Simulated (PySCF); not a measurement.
Molecule: 3-methyl-2-pentanone (C[C@H](CC)C(C)=O, C₆H₁₂O).

Bonds (- single, = double, # triple, : aromatic): C1-C2, C2-C3, C3-C4, C3-C5, C5-C6, C5=O7. C1 carries H8, H9, H10; C2 carries H11, H12; C3 carries H13; C4 carries H14, H15, H16; C6 carries H17, H18, H19. Stereochemistry as in CC[C@@H](C)C(C)=O. H11 is pro-R; H12 is pro-S.

Frames of a GFN2-xTB Langevin trajectory at 300 K; GIAO PBE0/pcSseg-1 shieldings in PySCF 2.14, gas phase, non-relativistic; equivalent atoms averaged within each frame.

Shifts are taken against calculated references (same method and geometry level): 13C (σref 186.93), 1H (σref 31.72) vs TMS; 17O (σref 336.08) against H2O. The references are static minima.

**Question.** How do the shifts (ppm) fluctuate along the trajectory?

**Answer.** 
```csv
time (fs),C5,C3,C2,C6,C4,C1,O7,H12,H11,H13
optimised geometry,218.8,52.1,30.6,34.2,21.9,15.4,651.6,1.07,2.08,2.28
250,224.9,56.7,40.3,34.6,23.2,17.6,679.3,3.34,3.29,2.96
425,221.3,52.1,26.3,42.4,17.1,10.0,653.4,-0.22,1.62,2.62
625,220.0,54.8,36.5,36.1,23.0,17.2,657.3,2.02,2.45,2.33
800,218.6,53.2,29.0,30.5,26.8,20.1,630.8,0.93,1.65,2.72
1000,225.0,55.9,28.1,29.9,31.2,15.1,650.2,1.93,1.45,2.58
mean of frames,221.9,54.6,32.0,34.7,24.3,16.0,654.2,1.60,2.09,2.64
standard deviation,2.9,1.9,6.0,5.0,5.2,3.8,17.4,1.33,0.77,0.23
```

5 frames give an uncertainty of the mean of about the standard deviation over 2.2 at best, since frames this close in time may not be independent; classical motion lacks zero-point vibration, and the reference would need the same averaging.
